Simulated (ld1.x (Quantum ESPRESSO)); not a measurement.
**Configuration tests for Bi (TM)**

```
Element                 : bismuth
Generator               : ld1.x (Quantum ESPRESSO) 7.5
Type                    : norm-conserving Troullier–Martins (Kleinman–Bylander form)
Functional              : PBE
Relativity              : scalar-relativistic
Frozen core             : [Xe] 4f14
Valence charge          : 15
Reference configuration : 5d10 6s2 6p3
Partial waves           : 6s (bound): rc 1.50 bohr; 5d (bound): rc 2.00 bohr; 6p (bound): rc 2.00 bohr
Local potential         : the p channel
Core correction         : Bessel-smoothed model core inside 1.35 bohr
```

Energies are relative to the spin-unpolarised reference configuration 5d10 6s2 6p3; without spin polarisation the order of configurations can differ from experiment. The frozen-core shift is the all-electron ΔE with the core orbitals held at their reference shape minus the fully relaxed ΔE.

```
valence configuration  charge  ΔE all-electron (eV)  error AE − PS (meV)  frozen-core shift (meV)
         5d10 6s2 6p2      +1                 7.913                 -0.2                     +3.3
         5d10 6s2 6p1      +2                23.160                 +8.4                      +10
         5d10 6s2 6p0      +3                46.502                  +33                      +23
          5d9 6s2 6p3      +1                33.322                 +197                      +76
       5d10 6s2 6p2.5    +0.5                 3.097                 -0.8                     +1.3
         5d10 6s1 6p3      +1                18.731                  +11                     +5.7
```

What are ΔE and the potential's error for 5d10 6s2 6p3.3?

ΔE = -1.094 eV all-electron; the error (AE − PS) is +0.7 meV.

A variational frozen-core shift is positive and of second order in the change. This column holds negative values, so the frozen-core run of ld1.x carries numerical noise or an error of first order here, and the column gives no more than the rough size of the effect.
